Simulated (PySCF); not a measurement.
C5H4F4O2.
Numbering: `[F:1]/[CH:2]=[CH:3]/[O:4]/[CH:5]=[C:6](/[F:7])[O:8][CH:9]([F:10])[F:11]` (hydrogens: H12 on C2; H13 on C3; H14 on C5; H15 on C9)

All values: wB97X-D/def2-SVPD (PySCF, non-relativistic), on one gas-phase PBE0-D3(BJ)/def2-SVP geometry that isn't relaxed in the solvent. The solvent is an IEF-PCM continuum (Bondi radii, 1.10 Å for H, scaled by 1.2), and excitations are vertical TDDFT with non-equilibrium linear response and a frozen core. Only the electrostatic response of the medium enters.

Gas-phase singlets (H = HOMO, L = LUMO):

| state | E (eV) | λ (nm) | f | leading configuration |
| --- | --- | --- | --- | --- |
| S1 | 6.248 | 198 | 0.184 | H→L 38% |
| S2 | 6.379 | 194 | 0.473 | H→L 57% |
| S3 | 6.540 | 190 | 0.070 | H→L+1 89% |
| S4 | 6.745 | 184 | 0.033 | H→L+2 49% |
| S5 | 7.115 | 174 | 0.006 | H→L+4 65% |

What are the lowest 5 singlets in chloroform (ε = 4.711)?

```
state  E (eV)  λ (nm)      f  leading configuration  change by rank (eV)
   S1   6.228     199  0.703                H→L 93%               -0.020
   S2   6.425     193  0.055              H→L+4 41%               +0.046
   S3   6.562     189  0.092              H→L+1 60%               +0.022
   S4   6.696     185  0.040              H→L+2 46%               -0.049
   S5   7.063     176  0.005              H→L+3 41%               -0.052
```

The ground-state energy changes by -0.208 eV from gas to chloroform. By how much does the total energy of gas-phase S2 change?

E(S2) = E(S0) + excitation energy, so it changes by -0.208 − 0.151 = -0.359 eV: it is lowered more than the ground state, which is what a red shift means. This is the vertical state, with the slow part of the continuum still set for S0.

How do the frontier levels move from gas to chloroform?

```
orbital  gas (eV)  solvent (eV)  change (eV)                  Löwdin shares, gas              Löwdin shares, solvent
 LUMO+2      2.19          2.37        +0.18  C5 20 %, C6 16 %, C9 11 %, H14 9 %  C5 17 %, C6 16 %, C3 10 %, C9 10 %
 LUMO+1      2.07          2.28        +0.21  C3 20 %, C2 16 %, C5 13 %, O4 12 %  C3 16 %, C2 13 %, C6 12 %, C5 12 %
   LUMO      1.82          2.01        +0.19  C6 20 %, C5 18 %, C2 18 %, C3 15 %  C6 19 %, C5 18 %, C2 18 %, C3 16 %
   HOMO     -8.37         -8.23        +0.14  O4 23 %, C2 18 %, C6 15 %, C3 12 %  O4 22 %, C2 18 %, C6 16 %, C3 12 %
 HOMO-1    -10.24        -10.08        +0.16  C3 21 %, C5 21 %, C2 14 %, C6 13 %  C3 21 %, C5 20 %, C2 15 %, C6 13 %
 HOMO-2    -12.38        -12.28        +0.10  O8 57 %, C9 10 %, H15 8 %, F11 7 %  O8 55 %, C9 10 %, H15 8 %, F11 7 %
 HOMO-3    -12.69        -12.50        +0.19  O4 35 %, C3 15 %, F1 12 %, C2 12 %  O4 36 %, C3 16 %, C2 11 %, F1 10 %
```

The HOMO–LUMO gap goes from 10.19 to 10.24 eV.

Conformer computed: `[F:1]/[CH:2]=[CH:3]/[O:4]/[CH:5]=[C:6](/[F:7])[O:8][CH:9]([F:10])[F:11]`: C2–C3–O4–C5 177°, C3–O4–C5–C6 174°, C5–C6–O8–C9 109°, C6–O8–C9–F10 171°.

wB97X-D is run here without its empirical dispersion term; that term would change no orbital, density or response property at a fixed geometry.
